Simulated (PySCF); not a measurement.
Electron correlation in Mo (molybdenum, neutral)

[Kr] 4d5 5p1, high-spin 7P determinant (an excited configuration). All numbers are calculated (PySCF 2.14, a scalar-relativistic core potential, in def2-QZVPPD with the def2 core potential (28 electrons) (7s5p4d3f2g, 81 functions)). Frozen: 4s2 4p6; 6 electrons correlated.

```json
{"level": "CCSD", "correlation energy (mhartree)": "-81.33"}
{"level": "(T)", "correlation energy (mhartree)": "-2.40"}
{"level": "CCSD(T)", "correlation energy (mhartree)": "-83.73"}
```

Diagnostics: T1 = 0.016, D1 = 0.0460, largest double amplitude 0.055.

Cost of the coupled-cluster step: roughly 11 core-seconds, for 6 correlated electrons.
